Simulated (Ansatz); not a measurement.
`C[SiH](Cl)C#C[Si](F)(F)Cl` and `C#C[SiH](C)Cl` differ in one atom or group.

Ansatz, PBE0-D4/def2-TZVP geometries, multiplicity 1. 

```csv
property,`C[SiH](Cl)C#C[Si](F)(F)Cl`
size of the dipole moment (PBE/def2-TZVPP) / D,2.57
HOMO–LUMO gap (PBE/def2-TZVPP) / eV,5.17
HOMO–LUMO gap (B3LYP/def2-TZVPP) / eV,6.90
HOMO energy (ωB97M-V/def2-TZVPP) / eV,-11.04
size of the dipole moment (B3LYP/def2-TZVPP) / D,2.62
HOMO energy (B3LYP/def2-TZVPP) / eV,-8.60
```

Question: What does the change do to each property? (Estimate.)

Answer: Ansatz gave: 
```json
{"property": "size of the dipole moment (PBE/def2-TZVPP) / D", "`C#C[SiH](C)Cl`": "1.83", "shift": "-0.74"}
{"property": "HOMO–LUMO gap (PBE/def2-TZVPP) / eV", "`C#C[SiH](C)Cl`": "5.71", "shift": "0.54"}
{"property": "HOMO–LUMO gap (B3LYP/def2-TZVPP) / eV", "`C#C[SiH](C)Cl`": "7.46", "shift": "0.56"}
{"property": "HOMO energy (ωB97M-V/def2-TZVPP) / eV", "`C#C[SiH](C)Cl`": "-10.60", "shift": "0.44"}
{"property": "size of the dipole moment (B3LYP/def2-TZVPP) / D", "`C#C[SiH](C)Cl`": "1.87", "shift": "-0.75"}
{"property": "HOMO energy (B3LYP/def2-TZVPP) / eV", "`C#C[SiH](C)Cl`": "-8.13", "shift": "0.47"}
```

With PBE0 the HOMO rises by 0.48 eV and the LUMO rises by 1.06 eV, so the gap widens by about 0.58 eV. PBE moves the HOMO by 0.44 eV and ωB97M-V by 0.44 eV. Dipoles are sizes alone; their direction can turn.

B3LYP here is the variant with VWN-RPA as its local correlation; programs differ in this.
